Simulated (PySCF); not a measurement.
PySCF input (CCSD(T)/cc-pVDZ):

```python
from pyscf import gto, scf, mp, cc as ccmod

mol = gto.M(
    atom='''
    C     0.00444035   -0.01369454   -0.61558859
    Cl    1.50876048    0.02454684    0.11902958
    Cl   -1.51032767   -0.01971347    0.09823698
    ''',
    basis='cc-pvdz',
    charge=0,
    spin=2,
    verbose=4,
)

mf = scf.UHF(mol)
mf.conv_tol = 1e-10
mf.max_cycle = 100
mf.kernel()
mo, _, stable, _ = mf.stability(return_status=True)
if not stable:
    mf.kernel(mf.make_rdm1(mo, mf.mo_occ))
mp2 = mp.MP2(mf, frozen=11).run()
cc = ccmod.CCSD(mf, frozen=11)
cc.max_cycle = 100
cc.kernel()
et = cc.ccsd_t()
print(f'E(CCSD(T)) = {cc.e_tot + et:.9f}')
```

End of the output:

```
Extra cycle  E= -956.769579713374  delta_E= -7.73e-12  |g|= 1.45e-06  |ddm|= 3.91e-06
converged SCF energy = -956.769579713374  <S^2> = 2.020268  2S+1 = 3.0134817
uhf_internal: lowest eigs of H = [0.35039059 0.44598099 0.45761971]
<class 'pyscf.scf.uhf.UHF'> wavefunction is stable in the internal stability analysis

******** <class 'pyscf.mp.ump2.UMP2'> ********
nocc = (np.int64(10), np.int64(8)), nmo = (39, 39)
frozen orbitals 11
E(UMP2) = -957.124419379294  E_corr = -0.354839665920048
E(SCS-UMP2) = -957.107934706618  E_corr = -0.338354993243566
E_corr(same-spin) = -0.100906852915952
E_corr(oppo-spin) = -0.253932813004096

******** <class 'pyscf.cc.uccsd.UCCSD'> ********
CC2 = 0
CCSD nocc = (np.int64(10), np.int64(8)), nmo = (39, 39)
frozen orbitals 11
max_cycle = 100
direct = 0
conv_tol = 1e-07
conv_tol_normt = 1e-06
diis_space = 6
diis_start_cycle = 0
diis_start_energy_diff = 1e+09
Init t2, MP2 energy = -0.354839672337641
Init E_corr(UCCSD) = -0.354839672339806
cycle = 1  E_corr(UCCSD) = -0.375348644659053  dE = -0.0205089723  norm(t1,t2) = 0.0774743
cycle = 2  E_corr(UCCSD) = -0.383718291544632  dE = -0.00836964689  norm(t1,t2) = 0.0262089
cycle = 3  E_corr(UCCSD) = -0.385660204560639  dE = -0.00194191302  norm(t1,t2) = 0.017518
cycle = 4  E_corr(UCCSD) = -0.387781668892104  dE = -0.00212146433  norm(t1,t2) = 0.00855789
cycle = 5  E_corr(UCCSD) = -0.387539942095478  dE = 0.000241726797  norm(t1,t2) = 0.00318674
cycle = 6  E_corr(UCCSD) = -0.387543076874714  dE = -3.13477924e-06  norm(t1,t2) = 0.000751115
cycle = 7  E_corr(UCCSD) = -0.387565018890215  dE = -2.19420155e-05  norm(t1,t2) = 0.000365996
cycle = 8  E_corr(UCCSD) = -0.387563120548496  dE = 1.89834172e-06  norm(t1,t2) = 0.000137433
cycle = 9  E_corr(UCCSD) = -0.387560465343076  dE = 2.65520542e-06  norm(t1,t2) = 6.20276e-05
cycle = 10  E_corr(UCCSD) = -0.387560167258693  dE = 2.98084383e-07  norm(t1,t2) = 1.82063e-05
cycle = 11  E_corr(UCCSD) = -0.387560236230055  dE = -6.89713616e-08  norm(t1,t2) = 7.92831e-06
cycle = 12  E_corr(UCCSD) = -0.387560244749631  dE = -8.51957621e-09  norm(t1,t2) = 3.58587e-06
cycle = 13  E_corr(UCCSD) = -0.387560241849812  dE = 2.89981927e-09  norm(t1,t2) = 1.65657e-06
cycle = 14  E_corr(UCCSD) = -0.387560178704679  dE = 6.31451328e-08  norm(t1,t2) = 6.64398e-07
UCCSD converged
E(UCCSD) = -957.157139892079  E_corr = -0.387560178704679
UCCSD(T) correction = -0.0105780732796568
E(CCSD(T)) = -957.167717965
```

This is an excited triplet: at this geometry the singlet lies 0.44 eV lower at RI-MP2/CBS(aug-cc-pV(T+d)Z,aug-cc-pV(Q+d)Z)+[CCSD(T)-MP2]/aug-cc-pV(T+d)Z.
